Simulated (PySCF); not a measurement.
A made-up structure of B2H2O2, closed shell:

| atom | x (Å) | y (Å) | z (Å) |
| --- | --- | --- | --- |
| O1 | -0.0449 | -0.9114 | -2.1101 |
| B2 | -0.2420 | -0.4139 | -0.7264 |
| B3 | 0.2422 | 0.4140 | 0.7265 |
| O4 | 0.0449 | 0.9114 | 2.1102 |
| H5 | 0.9122 | -0.6739 | -2.5494 |
| H6 | -0.9124 | 0.6738 | 2.5493 |

It is relaxed with PBE-D4/def2-SVP and then PBE0-D4/def2-TZVP (PySCF 2.14 with density fitting (its default auxiliary sets; JK sets also for MP2 and CCSD(T))). Atoms count as bonded within 1.22 times the sum of their covalent radii (H–H: 0.88 Å). The end point is not checked to be a true minimum.

**Question.** Does its bonding change? (Judge from chemistry; the calculation decides.)

**Answer.** The calculation gives: No: no bond forms or breaks.

Where it ends: The first stage lowers the energy by 1.47 eV in 14 steps. It ends as B₂H₂O₂ ([OH][B][B][OH]):
```xyz
6
angstrom
O -0.1676 -0.8381 -1.8664
B -0.2638 -0.3667 -0.6323
B 0.2639 0.3667 0.6323
O 0.1677 0.8381 1.8664
H 0.6785 -0.6783 -2.2994
H -0.6784 0.6783 2.2994
```

Labels in which every atom is bracketed show which atoms are joined, not bond orders.

For scale, one of the runs: PBE0-D4/def2-TZVP relaxation, 136 basis functions, launched by `OMP_NUM_THREADS=2 python run.py`. Time: 59 s of wall clock on 2 CPU threads of an Arm Neoverse V2; the host was shared. Peak host memory: 1.3 GiB.
